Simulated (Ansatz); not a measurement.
Stretching the Ge1–H2 bond in GeH2 (SMILES [GeH2]) (multiplicity 1 held, fragments rigid). Energies count from the point at 1.599 Å.
Geometry at that point (charge 0, multiplicity 1):
```xyz
3

Ge     0.0066    -0.0005     0.0658
H     -0.1232    -1.1290    -1.0600
H     -0.0886     1.1454    -1.0458
```

U- levels take the lowest unrestricted solution at each point, which mixes spins at long bonds. Active spaces are followed from a long bond inwards. Curves can end on different states.

Frozen-core correlation. Filled d and f shells under p-block atoms count as core.

The values were computed with Ansatz (Gaussian orbitals). Values without a source in brackets are computed.

Energies in eV.

```json
[
 {"R (Å)": "1.279", "U-HF/cc-pVTZ": "1.06", "U-r2SCAN/cc-pVTZ": "1.05", "SC-NEVPT2 on CASSCF(2,2)/cc-pVTZ": "1.17", "FIC-MRCISD+Q on CASSCF(2,2)/cc-pVTZ": "1.13"},
 {"R (Å)": "1.439", "U-HF/cc-pVTZ": "0.17", "U-r2SCAN/cc-pVTZ": "0.19", "SC-NEVPT2 on CASSCF(2,2)/cc-pVTZ": "0.23", "FIC-MRCISD+Q on CASSCF(2,2)/cc-pVTZ": "0.21"},
 {"R (Å)": "1.599", "U-HF/cc-pVTZ": "0.00", "U-r2SCAN/cc-pVTZ": "0.00", "SC-NEVPT2 on CASSCF(2,2)/cc-pVTZ": "0.00", "FIC-MRCISD+Q on CASSCF(2,2)/cc-pVTZ": "0.00"},
 {"R (Å)": "1.759", "U-HF/cc-pVTZ": "0.19", "U-r2SCAN/cc-pVTZ": "0.15", "SC-NEVPT2 on CASSCF(2,2)/cc-pVTZ": "0.12", "FIC-MRCISD+Q on CASSCF(2,2)/cc-pVTZ": "0.14"},
 {"R (Å)": "1.919", "U-HF/cc-pVTZ": "0.56", "U-r2SCAN/cc-pVTZ": "0.47", "SC-NEVPT2 on CASSCF(2,2)/cc-pVTZ": "0.41", "FIC-MRCISD+Q on CASSCF(2,2)/cc-pVTZ": "(withheld)"},
 {"R (Å)": "2.159", "U-HF/cc-pVTZ": "1.24", "U-r2SCAN/cc-pVTZ": "1.06", "SC-NEVPT2 on CASSCF(2,2)/cc-pVTZ": "0.96", "FIC-MRCISD+Q on CASSCF(2,2)/cc-pVTZ": "(withheld)"},
 {"R (Å)": "2.399", "U-HF/cc-pVTZ": "1.73", "U-r2SCAN/cc-pVTZ": "1.66", "SC-NEVPT2 on CASSCF(2,2)/cc-pVTZ": "1.49", "FIC-MRCISD+Q on CASSCF(2,2)/cc-pVTZ": "1.58"},
 {"R (Å)": "2.799", "U-HF/cc-pVTZ": "2.08", "U-r2SCAN/cc-pVTZ": "2.40", "SC-NEVPT2 on CASSCF(2,2)/cc-pVTZ": "2.19", "FIC-MRCISD+Q on CASSCF(2,2)/cc-pVTZ": "2.32"},
 {"R (Å)": "3.199", "U-HF/cc-pVTZ": "2.20", "U-r2SCAN/cc-pVTZ": "2.75", "SC-NEVPT2 on CASSCF(2,2)/cc-pVTZ": "2.61", "FIC-MRCISD+Q on CASSCF(2,2)/cc-pVTZ": "2.77"},
 {"R (Å)": "3.679", "U-HF/cc-pVTZ": "2.25", "U-r2SCAN/cc-pVTZ": "2.95", "SC-NEVPT2 on CASSCF(2,2)/cc-pVTZ": "2.84", "FIC-MRCISD+Q on CASSCF(2,2)/cc-pVTZ": "3.01"},
 {"R (Å)": "4.318", "U-HF/cc-pVTZ": "2.26", "U-r2SCAN/cc-pVTZ": "3.07", "SC-NEVPT2 on CASSCF(2,2)/cc-pVTZ": "2.93", "FIC-MRCISD+Q on CASSCF(2,2)/cc-pVTZ": "3.11"},
 {"R (Å)": "5.118", "U-HF/cc-pVTZ": "2.26", "U-r2SCAN/cc-pVTZ": "3.10", "SC-NEVPT2 on CASSCF(2,2)/cc-pVTZ": "2.95", "FIC-MRCISD+Q on CASSCF(2,2)/cc-pVTZ": "3.13"}
]
```

### Question
Fill in the missing entries.

### Answer

- 2.159, FIC-MRCISD+Q on CASSCF(2,2)/cc-pVTZ: 1.02
- 1.919, FIC-MRCISD+Q on CASSCF(2,2)/cc-pVTZ: 0.45

Doubts at one or more of the structures used: a spin-contaminated determinant (U-HF/cc-pVTZ, U-r2SCAN/cc-pVTZ).

Ansatz is a program for electronic structure.
